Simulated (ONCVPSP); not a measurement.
## Reading a pseudo-wave (sulfur)

Columns: radius, all-electron u(r) and pseudo u(r) of the 3p shell (level -7.29 eV) of sulfur in the configuration [Ne] 3s1.5 3p4.5; PBE, scalar-relativistic, ONCV scheme, ONCVPSP 4.0.1.

| r (bohr) | all-electron | pseudo |
| --- | --- | --- |
| 0.078 | -0.1173 | 0.0050 |
| 0.155 | -0.2595 | 0.0195 |
| 0.232 | -0.3278 | 0.0426 |
| 0.310 | -0.3207 | 0.0739 |
| 0.388 | -0.2584 | 0.1126 |
| 0.465 | -0.1645 | 0.1572 |
| 0.542 | -0.0547 | 0.2074 |
| 0.620 | 0.0608 | 0.2623 |
| 0.698 | 0.1730 | 0.3194 |
| 0.775 | 0.2759 | 0.3759 |
| 0.852 | 0.3685 | 0.4311 |
| 0.930 | 0.4508 | 0.4851 |
| 1.008 | 0.5215 | 0.5366 |
| 1.085 | 0.5801 | 0.5843 |
| 1.162 | 0.6280 | 0.6274 |
| 1.240 | 0.6663 | 0.6647 |
| 1.318 | 0.6950 | 0.6940 |
| 1.395 | 0.7150 | 0.7147 |
| 1.472 | 0.7276 | 0.7276 |
| 1.550 | 0.7339 | 0.7338 |
| 1.628 | 0.7345 | 0.7345 |
| 1.705 | 0.7304 | 0.7304 |
| 1.782 | 0.7223 | 0.7223 |
| 1.860 | 0.7108 | 0.7108 |
| 1.938 | 0.6966 | 0.6966 |
| 2.015 | 0.6805 | 0.6805 |

How many radial nodes do the two functions have?

The all-electron 3p function has n − l − 1 = 1; the pseudo-wave has 0, since the states of the same l below it are removed with the core.

At about which radius was the pseudo-wave matched?

1.55 bohr. The columns agree to 0.0005 from 1.40 bohr on; several derivatives are matched, so the curves merge somewhat inside the radius.

Where does each function peak?

Outermost all-electron maximum near 1.63 bohr, pseudo maximum near 1.63 bohr (to the table’s step).

Is the pseudo-wave norm-conserving?

Yes: the ONCV scheme keeps the norm inside the radius equal to the all-electron one, which fixes the energy derivative of the logarithmic derivative at the level.
